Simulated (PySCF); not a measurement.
C6H11NOSi2.
Atom-mapped SMILES: `[SiH3:1][NH:2][SiH2:3][O:4][c:5]1[cH:6][cH:7][cH:8][cH:9][cH:10]1` (hydrogens: H11, H12, H13 on Si1; H14 on N2; H15, H16 on Si3; H17 on C6; H18 on C7; H19 on C8; H20 on C9; H21 on C10)

Structure used (PBE0-D3(BJ)/def2-SVP), in Å, numbered top down from 1:
```xyz
21
C6H11NOSi2 angstrom
Si     4.0935   -0.7473   -0.4147
N      3.0338   -0.2055    0.8639
Si     1.5665    0.6778    0.7144
O      0.3090   -0.3983    0.4088
C     -1.0028   -0.1457    0.2129
C     -1.5392    1.1472    0.2442
C     -2.9041    1.3397    0.0346
C     -3.7447    0.2558   -0.2074
C     -3.2067   -1.0320   -0.2389
C     -1.8470   -1.2354   -0.0309
H      5.5190   -0.4428   -0.0820
H      3.6923   -0.0076   -1.6459
H      3.9943   -2.2185   -0.6661
H      3.2191   -0.5870    1.7884
H      1.6785    1.6225   -0.4311
H      1.2784    1.3848    1.9949
H     -0.8923    2.0082    0.4324
H     -3.3103    2.3539    0.0619
H     -4.8129    0.4124   -0.3710
H     -3.8549   -1.8911   -0.4286
H     -1.4083   -2.2347   -0.0527
```

All values: PBE0/pcSseg-1 (PySCF, non-relativistic), on one gas-phase PBE0-D3(BJ)/def2-SVP geometry that isn't relaxed in the solvent. The solvent is an IEF-PCM continuum (Bondi radii, 1.10 Å for H, scaled by 1.2). Specific hydrogen bonds and non-electrostatic terms are outside this model.

Gas phase at PBE0/pcSseg-1: HOMO -6.58 eV, LUMO -0.22 eV, dipole 1.05 D.

**Question.** What does the continuum do to the energy, the frontier levels and the dipole at PBE0/pcSseg-1 in benzene and methanol?

**Answer.** 
```tsv
solvent	ε	E(solvent) − E(gas) (kcal/mol)	polarisation term (kcal/mol)	distortion of the solute (kcal/mol)	HOMO (eV)	LUMO (eV)	dipole (D)
benzene	2.271	-2.18	-2.28	0.10	-6.62	-0.26	1.17
methanol	32.61	-5.06	-5.64	0.58	-6.72	-0.35	1.34
```

The first energy column is the sum of the next two and covers electrostatics alone. From benzene to methanol the lowering changes by a factor 2.32, Onsager's factor (ε − 1)/(2ε + 1) by 2.08 and ε itself by 14.4.

**Question.** Which radius a makes the point-dipole formula ΔE = −[(ε − 1)/(2ε + 1)]·μ²/a³ give the value in methanol, with the gas-phase dipole?

**Answer.** μ = 0.414 au and |ΔE| = 0.00806 Eh give a = 1.15 Å; the farthest nucleus lies 5.55 Å from the centroid of the nuclei, so such a sphere wouldn't even hold the nuclei. The formula assumes a rigid point dipole at the centre of a sphere.

**Question.** Give the dipole vector in the frame of the coordinates (D, pointing from negative to positive charge), gas and methanol.

**Answer.** Gas (0.67, 0.21, 0.78), solvent (0.72, 0.45, 1.04). Its length changes by +28 % and its direction by 10°.

**Question.** Which ESP-fitted charges (PBE0/pcSseg-1) respond most in benzene (means over atoms taken as equivalent)?

**Answer.** 
```
  atoms                      environment  gas (e)  solvent (e)  change
    H14                     N–H hydrogen   +0.394       +0.408  +0.014
     O4               silyl ether oxygen   -0.426       -0.439  -0.013
     N2  nitrogen bridging silicon atoms   -0.794       -0.806  -0.012
     C8               aromatic CH carbon   -0.283       -0.295  -0.012
 C6/C10               aromatic CH carbon   -0.385       -0.395  -0.010
    Si1                     SiH3 silicon   +0.538       +0.547  +0.009
    H19                aromatic hydrogen   +0.163       +0.170  +0.007
H17/H21                aromatic hydrogen   +0.177       +0.184  +0.007
H18/H20                aromatic hydrogen   +0.136       +0.143  +0.007
    Si3             oxygen-bound silicon   +0.665       +0.671  +0.006
     C5   aromatic carbon bearing oxygen   +0.503       +0.508  +0.005
  C7/C9               aromatic CH carbon   -0.037       -0.040  -0.003
```
